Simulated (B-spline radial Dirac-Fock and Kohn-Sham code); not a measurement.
# Relativistic shifts of the levels of Al⁸⁺

System: the Al⁸⁺ ion in the configuration [He] 2s2 2p1.

Both columns are ΔSCF binding energies of the configuration average from a radial finite-basis atomic code: non-relativistic Hartree-Fock with a point nucleus, and Dirac-Fock with a finite nucleus and the Coulomb interaction alone, averaged over the two j levels with weights 2j+1.

| shell | Hartree-Fock (eV) | Dirac-Fock (eV) | shift (eV) | shift (%) |
| --- | --- | --- | --- | --- |
| 1s | 1884.7 | 1888.6 | +3.91 | +0.21 |
| 2s | 349.7 | 350.6 | +0.88 | +0.25 |
| 2p | 330.0 | 330.2 | +0.20 | +0.06 |

Relativity binds 1s, 2s, 2p more strongly, among those listed most of all 2s in relative terms.

Values without a named source are computed, but for edge energies of neutral atoms, which are taken from tables.
